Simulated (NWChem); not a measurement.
System: CH₄Te; SMILES C[TeH]

NWChem input:

```
start job
memory heap 200 mb stack 900 mb global 1100 mb
geometry units angstroms noautoz
  Te    -0.028462     0.318319     0.001088
  H      1.632720     0.429494    -0.001782
  C     -0.010272    -1.838971     0.000288
  H      0.491237    -2.212668     0.900626
  H      0.479708    -2.212461    -0.906461
  H     -1.060995    -2.157357     0.007096
end
basis spherical
  * library def2-svp
end
ecp
  Te library def2-ecp
end
dft
  xc xpbe96 cpbe96
  iterations 150
  vectors input atomic output neutral.movecs
end
task dft energy
charge 1
dft
  odft
  mult 2
  vectors input atomic output cation.movecs
end
task dft energy
```

Coordinates come from a PBE0/def2-SVP optimisation. Not confirmed as a minimum by frequencies. def2 effective core potentials on Te; no spin-orbit coupling.

Ions are spin-unrestricted doublets at the neutral geometry; other ion states weren't tried.

### Question
What results follow from this input? (PBE/def2-SVP with def2 effective core potentials on Te, vertical spin-unrestricted ions.) Quantities: vertical ionisation energy, ΔSCF (eV); −ε(HOMO) (eV).

### Answer
```yaml
vertical ionisation energy, ΔSCF (eV): 8.24
"−ε(HOMO) (eV)": 4.88
```
